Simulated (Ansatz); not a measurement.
`C=C[SiH2][SiH](O)O` + `[OH][GeH2][OH]` → `[OH][GeH2][O][SiH](O)O` + `C=C[SiH3]`  (cleavage of the Si–Si bond)

Program: Ansatz. Geometries: PBE0-D4/def2-TZVP. ΔE: electronic, gas phase. CBS: MP2 limit from def2 TZ/QZ plus the TZ coupled-cluster correction, frozen cores. DFT in def2-TZVPP. B3LYP here is the variant with VWN-RPA as its local correlation; programs differ in this. For Ge outer-core shells are correlated without core-valence functions, which leaves a few kJ/mol of doubt a bond. Scalar relativity is left out up to krypton. One conformer a species, not always the lowest.

CCSD(T)/CBS gives -160.8 kJ/mol.

(1) Another level gave -143.2 kJ/mol. Which?
A. PBE0-D4/def2-TZVPP
B. HF/def2-TZVPP
C. B3LYP-D4/def2-TZVPP
D. SCS-MP2/def2-TZVPP

Largest T1 diagnostic among the species: 0.013.

Answers

(1) A. PBE0-D4 -143.2, B3LYP-D4 -157.4, HF/def2-TZVPP -186.9, SCS-MP2/def2-TZVPP -169.4 kJ/mol.

In def2-TZVPP, CCSD(T) changes the Hartree–Fock value by +24.3 kJ/mol (the triples alone add +3.6 kJ/mol) and MP2 by +19.9 kJ/mol. From PBE to PBE0 (25 % exact exchange), in def2-TZVPP and without D4, ΔE moves by −12.3 kJ/mol.
